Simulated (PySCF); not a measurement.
[RuF6]-: Ru(V) (d3), charge -1. The structure is a PBE0-D3(BJ)/def2-TZVP geometry optimised for multiplicity 4; coordination octahedral, point group Oh, metal–donor distances 1.86 Å.

The d shell alone is too small an active space for [RuF6]- (an active orbital has only 0.58 squared overlap with the free ion's shell): its levels, fitted parameters, g values and moments show what this model gives and aren't sound predictions.

```
7

Ru    0.000    0.000    0.000
F     0.000    0.000    1.857
F     0.000    0.000   -1.857
F     1.857    0.000    0.000
F    -1.857    0.000    0.000
F     0.000    1.857    0.000
F     0.000   -1.857    0.000
```

Method (PySCF 2.14, density fitting): CASSCF(3,5) with orbitals averaged over all microstates of the shell, strongly contracted NEVPT2 on the averaged canonical orbitals; basis x2c-TZVPall on the metal, x2c-SVPall elsewhere; spin-free X2C; IEF-PCM dichloromethane; spin-orbit coupling by state interaction with the mean-field operator over all roots.

Q: What is the ground state?

A: 4A2g (S = 3/2, orbital degeneracy 1), with 3.0 electrons in the lower (t2g-type) set and 0.0 in the upper (eg-type) set, by NEVPT2.

Q: List the excited states of the same spin.

A: By NEVPT2: 4T2g at 38507 cm⁻¹ (260 nm); 4T1g at 43999 cm⁻¹ (227 nm); 4T1g at 78020 cm⁻¹. All are electric-dipole forbidden at this geometry.

Q: Which is the lowest state of another spin?

A: 2Eg at 12478 cm⁻¹ by NEVPT2; CASSCF alone puts it at 14092 cm⁻¹ above the same ground state.

Q: Give the fitted ligand-field and repulsion parameters.

A: At CASSCF level (the NEVPT2 levels don't fit a ligand-field model well): orbital energies 0, 0, 0, 35919, 35919 cm⁻¹; 10Dq = 35919 cm⁻¹; B = 716 cm⁻¹; C = 2758 cm⁻¹; B over its free-ion value at the same level 0.716; the fit misses the states by 659 cm⁻¹ rms, so splittings below that are unsure; ζ = 1078 cm⁻¹ (free ion 1398).

Q: What are the magnetic parameters?

A: The ground multiplet follows a spin Hamiltonian with S = 3/2, g = 1.951, 1.951, 1.951, D = 0 (spin-orbit part alone); the lowest levels hold 99 % of the spin-free ground state. μeff is 3.78 μB at 300 K and 3.78 μB at 10 K; the spin-only value is 3.88 μB.

No frequencies were computed for the optimised geometry. Charge-transfer states lie outside this active space and may come lower than some of these levels. NEVPT2 on the d shell alone tends to put d–d bands too high for such charged or covalently bound ions.

The job took 16 s on one thread of Arm Neoverse V1 (shared host), with 147 basis functions, launched as `OMP_NUM_THREADS=1 python lf_run.py task.json out`.
